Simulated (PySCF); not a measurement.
How methods differ on the excitation energy of In⁺

In⁺ [Kr] 4d10 5s2 (1S) → In⁺ [Kr] 4d10 5s1 5d1 (3D), as a difference of total energies. Calculation: PySCF 2.14, in x2c-QZVPPall with one added diffuse shell each of s, p, d, f type (14s10p8d5f1g, 128 functions); scalar relativity by spin-free X2C-1e. Correlated levels: valence: [Kr] 4d10 frozen; valence and next inner shell: [Ar] 3d10 frozen. The calculations carry no spin-orbit coupling.

| method | excitation energy (eV) | error (eV) |
| --- | --- | --- |
| UHF | 11.127 | -1.547 |
| LDA | 12.700 | +0.026 |
| PBE | 12.218 | -0.456 |
| PBE0 | 12.088 | -0.586 |
| r2SCAN | 12.182 | -0.492 |
| MP2 (valence) | 11.679 | -0.995 |
| SCS-MP2 (valence) | 11.882 | -0.792 |
| MP2 (valence and next inner shell) | 12.776 | +0.102 |
| SCS-MP2 (valence and next inner shell) | 12.791 | +0.117 |

Reference: 12.674 eV (measured; NIST levels, between the centres of gravity of the two terms).

Errors of the correlated levels include the incompleteness of this basis and the frozen core.

The promoted electron is Rydberg-like, and one or two diffuse shells describe it only roughly, which tends to raise the upper state.
